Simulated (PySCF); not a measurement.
C3H8O2Si2, SMILES C([Si](O)(C)O)#C[SiH3] (GFN2-xTB optimised geometry):

```
15

Si    -3.072     0.207     0.000
C     -1.224     0.207     0.000
C     -0.013     0.214    -0.004
Si     1.850     0.195    -0.012
C      2.461    -1.411    -0.808
O      2.390     0.426     1.519
O      2.459     1.425    -0.878
H     -3.539     1.596     0.000
H     -3.539    -0.496    -1.198
H     -3.530    -0.486     1.210
H      2.009    -2.282    -0.343
H      2.212    -1.437    -1.863
H      3.539    -1.507    -0.721
H      2.173    -0.195     2.207
H      2.561     2.282    -0.473
```

Level of theory: PBE0/def2-TZVP (PySCF).

### Question
What are the frontier orbital energies and the dipole moment?

### Answer
HOMO-2 -8.76 eV, HOMO-1 -8.11 eV, HOMO -8.08 eV, LUMO -0.49 eV, LUMO+1 -0.38 eV; dipole moment 1.41 D.

On the same geometry PBE/def2-TZVP in PySCF gives HOMO-2 -7.24 eV, HOMO-1 -6.89 eV, HOMO -6.84 eV, LUMO -1.38 eV, LUMO+1 -1.28 eV; dipole moment 1.33 D.

Meta-Löwdin charges at PBE0/def2-TZVP: Si1 0.50, C2 -0.27, C3 -0.31, Si4 1.34, C5 -0.64, O6 -0.76, O7 -0.76, H8 -0.08, H9 -0.08, H10 -0.08, H11 0.13, H12 0.14, H13 0.14, H14 0.36, H15 0.36.
